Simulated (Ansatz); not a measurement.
Basis sets compared for B₅N₄⁺. The state is a singlet with charge 1. Geometry r2SCAN-D4/def2-SVP. Ansatz on 4 threads of Intel Xeon 6975P-C on a shared host; times are rough, and most runs start from earlier orbitals.

Cartesian coordinates in Å:
```
B 0.098 1.250 -0.665
B -0.799 0.367 0.951
B 0.597 -0.592 1.395
B 1.186 -0.672 -0.572
B -0.984 -0.444 -0.921
N 1.567 -1.094 0.615
N -1.677 -0.492 0.169
N -0.303 1.658 0.493
N 0.315 0.020 -1.465
```

Another isomer (singlet) lies 4.50 eV lower at PBE0-D4/def2-TZVP; other spin states weren't run for this one.

| level | functions | energy (Eh) | HOMO (eV) | LUMO (eV) | wall time |
| --- | --- | --- | --- | --- | --- |
| PBE-D4/def2-SVP | 126 | -342.2904 | -12.31 | -9.31 | 0.65 s |
| PBE0-D4/def2-SVP | 126 | -342.2967 | -13.55 | -8.32 | 0.85 s |

(1) Estimate the rows for PBE-D4/def2-TZVP (with forces), PBE0-D4/def2-TZVP.

## Answers

(1) 
```tsv
level	functions	energy (Eh)	HOMO (eV)	LUMO (eV)	wall time
PBE-D4/def2-TZVP (with forces)	279	-342.6504	-12.29	-9.41	1.8 s
PBE0-D4/def2-TZVP	279	-342.6578	-13.51	-8.42	2.1 s
```
